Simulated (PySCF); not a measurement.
F₃S, SMILES F[S](F)F, multiplicity 2.

Coordinates come from a PBE0-D3(BJ)/def2-TZVP optimisation. The geometry has at least one imaginary mode, so it is a saddle point at that level. The isomer is the one that the SMILES or the coordinates give; other isomers of the formula were not compared.

Computed with PBE0-D3(BJ)/def2-TZVP run with PySCF.

Frequencies are harmonic and unscaled.

Computed harmonic wavenumbers and intensities:
```
mode  ν (cm⁻¹)  IR (km/mol)  moving atoms (share of kinetic energy)
----  --------  -----------  --------------------------------------
1         113i          5.3                          S 52 %, F 48 %
2          374         12.6                          F 75 %, S 25 %
3          486          0.4                                  F 96 %
4          576          4.8                                  F 99 %
5          734        594.7                          S 57 %, F 43 %
6          874        115.6                          F 61 %, S 39 %
```
